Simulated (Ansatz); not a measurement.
Mulliken charges of CH₃ClGeO (`[Cl][GeH]1[CH2][O]1`) from PBE/def2-TZVPP in Ansatz (PBE0-D4/def2-TZVP geometry).

```tsv
atom	x (Å)	y (Å)	z (Å)	charge (e)
Cl1	-2.578	0.084	-0.235	-0.256
Ge2	-0.497	0.354	-0.609	0.440
C3	0.763	-0.164	0.699	-0.057
O4	0.473	-1.148	-0.310	-0.356
H5	-0.273	0.988	-1.972	0.032
H6	1.780	0.226	0.686	0.097
H7	0.394	-0.407	1.696	0.101
```

Task: By hand: the dipole of these point charges (1 e Å = 4.8032 D).

Result: Σ q r = (0.433, 0.565, 0.037) e Å, of length 0.713 e Å = 3.42 D.

Task: How does the dipole of the full density compare? (Estimate.)

Result: Ansatz gave: (0.189, 0.413, 0.010) e Å, 2.18 D; the point charges give 1.57 times that, at 13° from its direction.

Point charges leave out the atoms' own dipoles, such as those of lone pairs, and Mulliken's split depends on the basis, so the two needn't agree.
